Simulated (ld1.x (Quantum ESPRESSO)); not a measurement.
**What the settings do to the TM potential of osmium (Os)**

Base potential:

```json
{"Element": "Os (Z = 76)", "Generator": "ld1.x (Quantum ESPRESSO) 7.5", "Type": "norm-conserving Troullier–Martins (Kleinman–Bylander form)", "Functional": "PBE", "Relativity": "scalar-relativistic", "Frozen core": "[Xe] 4f14", "Valence charge": "8", "Reference configuration": "5d6 6s2 6p0", "Partial waves": "6s (bound): rc 2.25 bohr; 6p (bound, empty): rc 3.60 bohr; 5d (bound): rc 1.75 bohr", "Local potential": "all-electron potential smoothed inside 3.50 bohr (lloc = -1)", "Core correction": "a·sin(br)/r model core inside 1.15 bohr"}
```

All-electron outer shells of the reference configuration (PBE, scalar-relativistic, ld1.x):

| shell | level (eV) | outermost node (bohr) | outermost maximum (bohr) |
| --- | --- | --- | --- |
| 4f | -51.98 | – | 0.40 |
| 5p | -50.84 | 0.55 | 1.03 |
| 5d | -6.25 | 0.60 | 1.36 |
| 6s | -6.15 | 1.20 | 2.48 |
| 6p | -1.27 | 1.44 | 3.56 |

Cutoffs, loose and tight: the cutoffs (Ry, on a coarse ladder) from which the occupation-weighted sum of valence levels, in a spherical-Bessel basis at the reference potential, stays within 10 and 1 mRy of its value at 400 Ry. They do not see the model core or the augmentation charge, which bear on the density cutoff. Test errors are all-electron minus pseudo excitation energies from the reference, over the configurations 5d6 6s1 6p0; 5d6 6s0 6p0; 5d5 6s0 6p0; 5d6.5 6s1.5 6p0; 5d4 6s0 6p0; 5d6 6s1.5 6p0; 5d5 6s2 6p0. A dash means not determined; rows that change the core or the reference have their own tests. The largest error is taken over the tests solved by every variant that gives reliable tests at all: 5d4 6s0 6p0; 5d5 6s0 6p0; 5d5 6s2 6p0; 5d6 6s0 6p0; 5d6 6s1 6p0; 5d6.5 6s1.5 6p0.

| change | outcome | cutoff, loose | cutoff, tight | bound ghosts | largest test error (meV) |
| --- | --- | --- | --- | --- | --- |
| base | generated | 35 Ry | 40 Ry | none | -687 |
| wave 5d (bound): rc 1.75 bohr becomes 5d (bound): rc 1.18 bohr | generated | 90 Ry | 140 Ry | none | -683 |
| wave 5d (bound): rc 1.75 bohr becomes 5d (bound): rc 1.34 bohr | generated | 35 Ry | 70 Ry | none | -685 |
| wave 5d (bound): rc 1.75 bohr becomes 5d (bound): rc 1.56 bohr | generated | 35 Ry | 60 Ry | none | -686 |
| wave 5d (bound): rc 1.75 bohr becomes 5d (bound): rc 1.82 bohr | generated | 35 Ry | 45 Ry | none | -687 |
| wave 5d (bound): rc 1.75 bohr becomes 5d (bound): rc 2.00 bohr | generated | 35 Ry | 40 Ry | none | -687 |
| wave 5d (bound): rc 1.75 bohr becomes 5d (bound): rc 2.16 bohr | generated | 35 Ry | 40 Ry | none | -684 |
| wave 5d (bound): rc 1.75 bohr becomes 5d (bound): rc 2.38 bohr | generated | 35 Ry | 40 Ry | none | -672 |
| wave 5d (bound): rc 1.75 bohr becomes 5d (bound): rc 2.60 bohr | generated | 30 Ry | 35 Ry | none | -651 |

Reading the sweep of the d radius (base included, trends over the rows without a ghost): The loose cutoff falls from 90 Ry at 1.18 to 30 Ry at 2.6 bohr. A larger radius leaves more room for a smooth pseudo-wave, so fewer plane waves are needed; a smaller one forces it to follow the all-electron wave where it bends sharply. The median size of the test errors (rows with all tests solved) stays near 65.9 meV.
